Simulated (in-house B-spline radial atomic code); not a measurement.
## Ionising the scandium ion Sc⁸⁺ with different functionals

Computed with a radial B-spline atomic code at the basis-set limit: scalar-relativistic (spin-free X2C) Hamiltonian, Fermi nucleus of rms radius 3.5459 fm, spin-polarised at highest spin, spherical fractional occupations for the functionals, the average over the highest-spin determinants for Hartree-Fock. The ionisation energy is the difference of two self-consistent energies, [Ne] 3s2 3p1 → [Ne] 3s2, without Breit or QED terms; ε is the level of the shell that loses the electron (its least bound occupied spin orbital).

Hybrids are left out here: with spherical fractional occupations of an open shell their exact exchange keeps a self-interaction that integer-occupation calculations don't have.

```json
{"method": "Hartree-Fock", "rung": "Hartree-Fock", "ΔSCF (eV)": "179.18", "-ε(3p) (eV)": "179.46"}
{"method": "LDA VWN5", "rung": "LDA", "ΔSCF (eV)": "180.44", "-ε(3p) (eV)": "169.41"}
{"method": "LDA PW92", "rung": "LDA", "ΔSCF (eV)": "180.43", "-ε(3p) (eV)": "169.40"}
{"method": "LDA exchange-only", "rung": "LDA", "ΔSCF (eV)": "178.73", "-ε(3p) (eV)": "167.80"}
{"method": "PBE", "rung": "GGA", "ΔSCF (eV)": "180.22", "-ε(3p) (eV)": "169.33"}
{"method": "PBEsol", "rung": "GGA", "ΔSCF (eV)": "180.14", "-ε(3p) (eV)": "169.25"}
{"method": "BLYP", "rung": "GGA", "ΔSCF (eV)": "180.34", "-ε(3p) (eV)": "169.36"}
{"method": "RPBE", "rung": "GGA", "ΔSCF (eV)": "180.10", "-ε(3p) (eV)": "169.28"}
{"method": "PW91", "rung": "GGA", "ΔSCF (eV)": "180.42", "-ε(3p) (eV)": "169.50"}
{"method": "BP86", "rung": "GGA", "ΔSCF (eV)": "180.37", "-ε(3p) (eV)": "169.44"}
{"method": "AM05", "rung": "GGA", "ΔSCF (eV)": "180.13", "-ε(3p) (eV)": "169.23"}
{"method": "OLYP", "rung": "GGA", "ΔSCF (eV)": "180.35", "-ε(3p) (eV)": "169.69"}
{"method": "TPSS", "rung": "meta-GGA", "ΔSCF (eV)": "180.13", "-ε(3p) (eV)": "169.39"}
{"method": "SCAN", "rung": "meta-GGA", "ΔSCF (eV)": "179.87", "-ε(3p) (eV)": "169.38"}
{"method": "r2SCAN", "rung": "meta-GGA", "ΔSCF (eV)": "179.81", "-ε(3p) (eV)": "169.31"}
{"method": "revTPSS", "rung": "meta-GGA", "ΔSCF (eV)": "179.96", "-ε(3p) (eV)": "169.25"}
```

Q: How do they compare with the NIST value?

A: NIST lists 180.0 eV ± 0.12 (measured, ground level to ground level). Errors run from -1.30 to +0.41 eV; revTPSS is closest (-0.07 eV), though others lie within the uncertainty of it, and part of that can be cancellation, since the calculations leave out spin-orbit coupling, Breit-QED terms, multiplet and fine-structure energies. Hartree-Fock also lacks correlation.
